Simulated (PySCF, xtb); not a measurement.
SbCl₅, SMILES [Cl][Sb]([Cl])([Cl])([Cl])[Cl].

Harmonic wavenumbers (cm⁻¹) from GFN2-xTB (xtb) at its own minimum, in rising order: 37, 39, 122, 122, 132, 133, 138, 261, 280, 296, 305, 305.

**Question.** What does PBE-D3(BJ)/def2-SVP run with PySCF give at its own minimum? (The exact figures need the calculation; the answer reports its results.)

**Answer.** 51, 51, 151, 151, 157, 157, 165, 304, 328, 371, 374, 374. Paired by order, the mean absolute difference is 39 cm⁻¹ and the zero-point energies are 3.1 and 3.8 kcal/mol.
